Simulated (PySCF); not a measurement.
SMILES N[SiH2]N[SiH2]F at its B3LYP/def2-SVP optimised geometry (Å):

```
12

Si    -0.4487    -0.4823     0.0000
F     -0.9122     1.0848     0.0000
N     -1.0331    -1.3246    -1.3855
Si    -0.3407    -1.4644    -2.9888
N     -1.4106    -0.7874    -4.1647
H      1.0335    -0.4823     0.0000
H     -1.0335    -1.0848     1.2253
H     -1.9863    -1.6792    -1.3058
H     -0.1632    -2.8816    -3.4201
H      1.0019    -0.8233    -2.8495
H     -1.4528    -1.1759    -5.1014
H     -1.6575     0.1978    -4.1592
```

Computed with PySCF 2.14.0 with B3LYP/def2-TZVP. Cells within 0.4 Å of a nucleus heavier than hydrogen are left out (blank, or x).

Map of the HOMO−1 amplitude (bohr^(-3/2)) on the plane z = 0.0 Å; orbital energy -7.94 eV, overall sign arbitrary:

```
|44444444455554444444444444444|
|44444445555555554444444444444|
|44444555555555555544444444444|
|44445555555555555554444444444|
|44455555555555555555444444444|
|44455555555555555555544444444|
|44555555566665555555554444444|
|45555555567766555555555444444|
|45555555579976555555555544444|
|555555545xxx75555555555554444|
|555555443xxx34555555555554444|
|5555554430xx14555555555555444|
|55555554320124555555555555444|
|55555555443334555555555555444|
|55555555555434566665555555544|
|55555566666xxx566666555555444|
|55555566776xxx556666555555444|
|555555666664xx445555555555444|
|55555555554322344555555554444|
|55555555443211234444555544444|
|55555544432111233444444444444|
|55554444322111233444444444444|
|44444443322222233444444444444|
|44444443322222333444444444444|
|44444443333233334444444444444|
|44444444333333344444444444444|
|44444444433333444444444444444|
|44444444444444444444444444444|
|44444444444444444444444444444|
```
Scale: ten equal steps from -0.063 (start of '0') to 0.064 (end of '9'), in the order '0123456789'; x runs from -3.50 to 3.50, y from -3.50 (bottom) to 3.50 (top).
